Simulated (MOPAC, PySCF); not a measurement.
F3In, SMILES `[F][In]([F])[F]`, neutral singlet in the gas phase. 

Z-matrix (Å, degrees):
```
In
F 1 1.9233
F 1 1.9233 2 120.07
F 1 1.9234 2 120.02 3 180.00
```
Charge 0, multiplicity 1.

All levels are single points at this geometry (r2SCAN-D4/def2-TZVP); Pople sets use spherical d functions. Orbital energies aren't observables, and empty levels follow the basis.

```json
[
 {"level": "PBE-D3(BJ)/def2-TZVP in PySCF", "HOMO (eV)": "-9.18", "LUMO (eV)": "-4.40", "gap (eV)": "4.78", "dipole (D)": "0.01", "vertical IE, Delta-SCF (eV)": "–"},
 {"level": "r2SCAN-D4/def2-TZVP in PySCF", "HOMO (eV)": "-9.63", "LUMO (eV)": "-4.17", "gap (eV)": "5.45", "dipole (D)": "0.01", "vertical IE, Delta-SCF (eV)": "–"},
 {"level": "B3LYP/6-311+G** (LANL2DZ on In) in PySCF", "HOMO (eV)": "-11.18", "LUMO (eV)": "-3.84", "gap (eV)": "7.34", "dipole (D)": "0.01", "vertical IE, Delta-SCF (eV)": "–"},
 {"level": "M06-2X/6-31G* (LANL2DZ on In) in PySCF", "HOMO (eV)": "-12.51", "LUMO (eV)": "-1.66", "gap (eV)": "10.86", "dipole (D)": "0.01", "vertical IE, Delta-SCF (eV)": "–"},
 {"level": "SVWN5/6-31G* (LANL2DZ on In) in PySCF", "HOMO (eV)": "-8.48", "LUMO (eV)": "-3.73", "gap (eV)": "4.74", "dipole (D)": "0.01", "vertical IE, Delta-SCF (eV)": "–"},
 {"level": "PM7 in MOPAC", "HOMO (eV)": "-14.14", "LUMO (eV)": "-2.11", "gap (eV)": "12.03", "dipole (D)": "0.00", "vertical IE, Delta-SCF (eV)": "–"}
]
```
